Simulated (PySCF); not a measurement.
Dipole moment (D) of eight silicon and germanium compounds: PBE beside PBE0, computed with PySCF for isolated molecules in the bases named; differences from unrounded values. The eight are the first of their class met in an unordered collection, after screening for sound electronic states; none was chosen by its value, except that the dipole had to exceed 0.05 D. Each molecule has one DFT geometry for both levels.

```
molecule                                                            basis  PBE0
-------------------------------------------------------------  ----------  ----
SiH₂Cl₂, SMILES Cl[SiH2]Cl                                     def2-TZVPD  1.24
CH3FO2Si, SMILES O=C(O)[SiH2]F                                  def2-TZVP  0.48
C2H10OSi2, SMILES COC[SiH2][SiH3]                               def2-TZVP  1.71
Ge(H)2(F)(Et) (C2H7FGe), SMILES C[CH2][GeH2][F]                 def2-TZVP  2.47
Si(Cl)(OH)2(OMe) (CH₅ClO₃Si), SMILES CO[Si](O)(O)Cl             def2-TZVP  0.41
C3H7NSi, SMILES NC=C=C[SiH3]                                    def2-TZVP  2.15
Ge(F)(OH)2(NH2) (FGeH₄NO₂), SMILES [NH2][Ge]([OH])([OH])[F]     def2-TZVP  0.60
Ge(F)(Cl)(NH2)2 (ClFGeH4N2), SMILES [F][Ge]([NH2])([Cl])[NH2]   def2-TZVP  3.32
```

Q: Estimate the PBE values and say how PBE differs from PBE0 over the set. (An estimate is asked for; the answer gives what the named calculation found.)

A: 
| molecule | PBE | difference |
|---|---|---|
| SiH₂Cl₂, SMILES Cl[SiH2]Cl | 1.15 | -0.09 |
| CH3FO2Si, SMILES O=C(O)[SiH2]F | 0.58 | 0.10 |
| C2H10OSi2, SMILES COC[SiH2][SiH3] | 1.66 | -0.05 |
| Ge(H)2(F)(Et) (C2H7FGe), SMILES C[CH2][GeH2][F] | 2.35 | -0.12 |
| Si(Cl)(OH)2(OMe) (CH₅ClO₃Si), SMILES CO[Si](O)(O)Cl | 0.34 | -0.07 |
| C3H7NSi, SMILES NC=C=C[SiH3] | 2.20 | 0.06 |
| Ge(F)(OH)2(NH2) (FGeH₄NO₂), SMILES [NH2][Ge]([OH])([OH])[F] | 0.58 | -0.01 |
| Ge(F)(Cl)(NH2)2 (ClFGeH4N2), SMILES [F][Ge]([NH2])([Cl])[NH2] | 3.22 | -0.09 |
PBE lies below PBE0 in 6 and above it in 2 of the eight; the mean signed difference is -0.03 and the largest -0.12 D.
